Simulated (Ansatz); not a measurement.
Isolated molecules relaxed with PBE0-D4/def2-TZVP in Ansatz; ΔE leaves out vibrations. CCSD(T)/CBS adds triple-zeta CCSD(T) − MP2 to the extrapolated MP2 energy (def2 sets, frozen cores). This one scheme is used for every species. Functionals use def2-TZVPP. HSE06 is defined as in plane-wave codes. Each species was taken in one conformer, which may not be the lowest.

Reaction (cleavage of the B–Al bond): `[NH2][AlH][BH]F` + `CNC` → `CN(C)BF` + `[NH2][AlH2]`

`[NH2][AlH][BH]F`:

```xyz
8

N    -1.339   -0.310    0.890
Al   -0.087   -0.710   -0.297
B     1.411    0.809   -0.687
F     1.297    1.984   -0.075
H    -2.093   -0.916    1.173
H    -1.395    0.568    1.381
H    -0.166   -2.148   -0.970
H     2.371    0.722   -1.415
```

`CNC`:

```xyz
10

C    -0.804   -0.477    0.765
N     0.314    0.397    0.498
C     0.820    0.262   -0.848
H    -1.186   -0.298    1.772
H    -0.471   -1.519    0.720
H    -1.640   -0.369    0.053
H     0.046    1.358    0.669
H     1.241   -0.739   -0.980
H     1.624    0.981   -1.018
H     0.056    0.404   -1.632
```

`CN(C)BF`:

```xyz
12

C    -0.142    1.232   -0.566
N     0.050    0.003    0.163
C    -0.215   -1.193   -0.602
B     0.457   -0.014    1.492
F     0.622   -1.184    2.127
H    -1.174    1.322   -0.923
H     0.077    2.084    0.079
H     0.519    1.279   -1.440
H    -1.252   -1.206   -0.957
H     0.439   -1.248   -1.479
H    -0.048   -2.075    0.014
H     0.667    1.000    2.091
```

`[NH2][AlH2]`:

Z-matrix (Å, degrees):
```
N
Al 1 1.766
H 1 1.007 2 124.9
H 1 1.007 2 124.9 3 180.0
H 2 1.583 1 117.9 3 -180.0
H 2 1.583 1 117.9 3 0.0
```

CCSD(T)/CBS gives -1.99 eV.

**Question.** Another level gave -2.00 eV. Which?
A. revPBE/def2-TZVPP
B. CCSD(T)/def2-TZVPP
C. HSE06/def2-TZVPP
D. CAM-B3LYP-D4/def2-TZVPP

**Answer.** B. CCSD(T)/def2-TZVPP -2.00, CAM-B3LYP-D4 -2.07, HSE06 -1.94, revPBE -1.80 eV.

Largest T1 diagnostic among the species: 0.014.

From BLYP to BHLYP (50 % exact exchange), in def2-TZVPP and without D4, ΔE moves by −0.12 eV. Leaving LDA and LC-ωPBE aside and taking each functional with its dispersion term where it has one, the values, not all of them listed here, spread over 0.27 eV, from B97M-V to revPBE-D4. LDA lies −0.24 eV from PBE without D4. The D4 term adds −0.04 eV with B3LYP and −0.02 eV with PBE0; it sums over pairs of atoms, weighted by their polarisabilities, and B3LYP, whose exchange is more repulsive, gets the larger term.

B3LYP here is the variant with VWN-RPA as its local correlation; programs differ in this.
